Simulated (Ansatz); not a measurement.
Ligand exchange: C3H6F2 + AlI3 → C2H3F2I + Al(CH3)I2

Gas-phase species: C3H6F2 `CC(F)CF`, singlet; AlI3 (aluminum iodide) `[I][Al]([I])[I]`, singlet; C2H3F2I `FCC(F)I`, singlet; Al(CH3)I2, singlet. The partners trade CH3 for I: C–CH3 and Al–I bonds give way to C–I and Al–CH3.

Shapes, held fixed at every level: PBE0-D4/def2-TZVP. Flexible molecules stand in one conformer, not always the lowest. Programs: Ansatz 0.2.0. Electronic energies: no zero-point or thermal term.

```
                level                   kind  ΔE (kJ/mol)  less CCSD(T)/def2-TZVPP
        HF/def2-TZVPP           Hartree–Fock       +185.2                    +24.4
 r2SCAN-D4/def2-TZVPP               meta-GGA       +156.9                     -3.9
  BHLYP-D4/def2-TZVPP          global hybrid       +172.7                    +11.9
   PBE0-D4/def2-TZVPP          global hybrid       +162.3                     +1.5
r2SCAN0-D4/def2-TZVPP          global hybrid       +166.9                     +6.1
         MP2/def2-SVP    perturbation theory       +183.7                    +22.9
        CCSD/def2-SVP  coupled cluster or CI       +185.0                    +24.2
   CCSD(T)/def2-TZVPP  coupled cluster or CI       +160.8                      0.0
```

The highest level, CCSD(T)/def2-TZVPP, gives ΔE = +160.8 kJ/mol; the levels span +156.9 to +185.2. The column of differences is taken from that level and isn't an error. No measured value is set beside it here. For atoms past krypton def2 sets carry core potentials with scalar relativity. Outer-core shells of I are correlated, in sets that cover them unevenly.
